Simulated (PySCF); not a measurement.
Radial density of Mn³⁺ (manganese, charge +3)

UHF, [Ar] 3d4, high-spin 5D determinant. Calculation: PySCF 2.14, in aug-cc-pVDZ-DK; the spin-free X2C one-electron Hamiltonian (Gaussian nucleus).

| r (bohr) | 4πr²ρ (e/bohr) | 4πr²(ρα − ρβ) |
| --- | --- | --- |
| 0.00108 | 0.2154 | 0.0000 |
| 0.00182 | 0.5451 | 0.0000 |
| 0.00306 | 1.351 | 0.0000 |
| 0.00515 | 3.228 | 0.0001 |
| 0.00867 | 7.257 | 0.0001 |
| 0.0146 | 14.63 | 0.0003 |
| 0.0245 | 24.46 | 0.0005 |
| 0.0413 | 30.10 | 0.0012 |
| 0.0694 | 25.41 | 0.0056 |
| 0.117 | 24.85 | 0.0411 |
| 0.196 | 33.26 | 0.2768 |
| 0.330 | 18.65 | 1.3310 |
| 0.555 | 12.54 | 3.3689 |
| 0.934 | 12.37 | 3.4384 |
| 1.57 | 2.537 | 1.1704 |
| 2.64 | 0.1100 | 0.0956 |
| 4.45 | 0.0002378 | 0.0002 |

Densities and radii are taken from the X2C orbitals without a picture-change correction, which distorts them close to the nucleus.
